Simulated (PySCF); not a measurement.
A PySCF script (with the pyscf-properties extension) for the NMR shieldings of `CC#CCC[SiH2]SC[SiH3]`, C6H14SSi2, on a GFN2-xTB geometry:

```python
import basis_set_exchange as bse
import numpy as np
from pyscf import gto, dft
from pyscf.prop import nmr

atoms = """
C     3.558960    2.067401    1.868392
C     3.195107    1.224255    0.749225
C     2.895559    0.539248   -0.187324
C     2.539052   -0.314664   -1.302883
C     1.316165   -1.177788   -0.988561
Si   -0.222433   -0.123441   -0.684047
S    -1.867852   -1.476241   -0.444647
C    -3.211248   -0.247771   -0.300287
Si   -4.877031   -1.149534   -0.105042
H     4.206351    1.521225    2.554329
H     4.088711    2.950788    1.511773
H     2.664622    2.384400    2.404886
H     2.336127    0.311860   -2.176613
H     3.396773   -0.953332   -1.540827
H     1.141476   -1.861314   -1.822104
H     1.528758   -1.796667   -0.115016
H    -0.528805    0.726374   -1.839499
H    -0.145021    0.700642    0.521091
H    -2.988227    0.386589    0.555094
H    -3.187615    0.369443   -1.195912
H    -4.858541   -1.909495    1.142119
H    -5.071735   -2.031525   -1.252455
H    -5.913906   -0.113469   -0.065201
"""
names = dict.fromkeys(["C", "Si", "S", "H"], "pcSseg-1")
basis = {el: gto.basis.parse(bse.get_basis(n, elements=[el], fmt="nwchem")) for el, n in names.items()}
mol = gto.M(atom=atoms, basis=basis, charge=0, verbose=0)
mf = dft.RKS(mol, xc="PBE0")
mf.grids.level = 2
mf.grids.alignment = dft.numint.BLKSIZE   # the property module wants whole blocks of grid points
mf.conv_tol = 1e-9
mf.kernel()

calc = nmr.RKS(mf)   # GIAO
C = mf.mo_coeff
Co = C[:, mf.mo_occ > 0]
resp = mf.gen_response(singlet=True, hermi=2)
def vind(x):   # induced exchange potential for any number of trial vectors
    d = np.einsum("pi,xij,qj->xpq", C, 2 * x.reshape(-1, C.shape[1], Co.shape[1]), Co, optimize=True)
    return np.einsum("xpq,pi,qj->xij", resp(d - d.transpose(0, 2, 1)), C, Co, optimize=True).ravel()
mo1, _ = nmr.rhf.solve_mo1(calc, with_cphf=vind)
sigma = calc.kernel(mo1)
for i, s in enumerate(sigma):   # ppm
    print("%2d %-2s %9.2f" % (i, mol.atom_pure_symbol(i), np.trace(s) / 3))
```

Question: Give the expected output.

Answer: 
```
 0 C     182.25
 1 C     101.06
 2 C     100.76
 3 C     169.70
 4 C     172.37
 5 Si    362.92
 6 S     706.06
 7 C     177.30
 8 Si    417.93
 9 H      29.75
10 H      29.75
11 H      29.77
12 H      29.42
13 H      28.91
14 H      30.61
15 H      30.41
16 H      27.07
17 H      26.60
18 H      30.03
19 H      30.08
20 H      27.75
21 H      27.78
22 H      27.55
```

These numbers come from an equivalent density-fitted implementation of the same equations, which agrees with the script to about 0.01 ppm for H and up to a few tenths of a ppm for heavy atoms, so last digits may differ.

Question: Turn these shieldings into chemical shifts. Chemical shifts δ = σref − σ; 13C (186.93 ppm), 29Si (349.16 ppm), 1H (31.72 ppm) against TMS; 33S (503.73 ppm) against CS2, all at this level.

Answer: Averaging equivalent atoms: C 2: 86.2; C 1: 85.9; C 3: 17.2; C 4: 14.6; C 7: 9.6; C 0: 4.7; Si 5: -13.8; Si 8: -68.8; S 6: -202; H 16/17: 4.88; H 20/21/22: 4.02; H 12/13: 2.55; H 9/10/11: 1.96; H 18/19: 1.66; H 14/15: 1.21 ppm. 

Size and cost of the density-fitted run: 244 basis functions, 69 s wall time on 1 thread of an Arm Neoverse V1, shared host; peak memory 1.1 GiB.
